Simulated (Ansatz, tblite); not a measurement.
Removing an electron: SiH(SiH3)3 (Si4H10). Total charge 0; singlet. Geometry: PBE-D4/def2-SVP. Ansatz, gas phase; energy differences of separate SCF runs; the oxidised species was run as a doublet alone.

```xyz
14

Si   -0.538   -0.325    0.314
H    -1.693   -1.024    0.990
Si    0.520    1.127    1.833
H     1.093    0.363    2.998
H    -0.448    2.155    2.354
H     1.643    1.838    1.125
Si   -1.317    0.922   -1.522
H    -2.258    2.009   -1.074
H    -2.032    0.036   -2.507
H    -0.140    1.559   -2.212
Si    1.027   -1.910   -0.446
H     1.536   -2.750    0.695
H     2.191   -1.184   -1.067
H     0.416   -2.816   -1.481
```

The xTB rows come from tblite. Correlated methods freeze 20 core orbitals.

| level | −HOMO (eV) | vertical IE (eV) | −LUMO (eV) | HOMO–LUMO gap (eV) |
| --- | --- | --- | --- | --- |
| GFN2-xTB | 9.53 | 11.83 | 5.70 | 3.83 |
| MP2/def2-TZVP | – | 9.89 | – | – |
| CCSD/def2-TZVP | – | 9.80 | – | – |
| CCSD(T)/def2-TZVP | – | 9.81 | – | – |

**Question.** Estimate the rows for GFN1-xTB, HF/def2-TZVP, PBE0-D4/def2-TZVP.

**Answer.** 
```tsv
level	−HOMO (eV)	vertical IE (eV)	−LUMO (eV)	HOMO–LUMO gap (eV)
GFN1-xTB	11.28	13.18	7.60	3.68
HF/def2-TZVP	–	9.15	–	–
PBE0-D4/def2-TZVP	8.00	9.70	0.32	7.68
```

Run but left out: PBE-D4/def2-TZVP, revPBE-D4/def2-TZVP (charge +1 doublet: an occupied level 0.05 to 0.07 eV above an empty one).  Raw xTB energy differences between charge states are shifted by several eV; the methods need an empirical correction for them.
